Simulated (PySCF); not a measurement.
Cu(Cl)(OH2) (ClCuH2O), SMILES [OH2]->[Cu][Cl], multiplicity 1.

Geometry optimised at B3LYP-D3(BJ)/def2-TZVP. The multiplicity is an assumed one; other spin states were not compared.

The numbers are results of B3LYP-D3(BJ)/def2-TZVP in PySCF 2.14.0, not measurements.

Frequencies are harmonic and unscaled.

Computed harmonic wavenumbers and intensities:
```json
[
 {"mode": "1", "ν (cm⁻¹)": "107", "IR (km/mol)": "0.1", "moving atoms (share of kinetic energy)": "Cu 41 %, O 31 %, Cl 18 %, H 10 %"},
 {"mode": "2", "ν (cm⁻¹)": "109", "IR (km/mol)": "4.5", "moving atoms (share of kinetic energy)": "Cu 42 %, O 29 %, Cl 19 %, H 10 %"},
 {"mode": "3", "ν (cm⁻¹)": "326", "IR (km/mol)": "9.5", "moving atoms (share of kinetic energy)": "O 51 %, Cl 38 %, H 10 %"},
 {"mode": "4", "ν (cm⁻¹)": "407", "IR (km/mol)": "268.2", "moving atoms (share of kinetic energy)": "H 78 %, O 21 %"},
 {"mode": "5", "ν (cm⁻¹)": "435", "IR (km/mol)": "24.9", "moving atoms (share of kinetic energy)": "Cu 45 %, Cl 31 %, O 21 %"},
 {"mode": "6", "ν (cm⁻¹)": "581", "IR (km/mol)": "13.8", "moving atoms (share of kinetic energy)": "H 90 %, O 9 %"},
 {"mode": "7", "ν (cm⁻¹)": "1621", "IR (km/mol)": "101.6", "moving atoms (share of kinetic energy)": "H 92 %"},
 {"mode": "8", "ν (cm⁻¹)": "3762", "IR (km/mol)": "55.4", "moving atoms (share of kinetic energy)": "H 96 %"},
 {"mode": "9", "ν (cm⁻¹)": "3851", "IR (km/mol)": "149.6", "moving atoms (share of kinetic energy)": "H 93 %"}
]
```
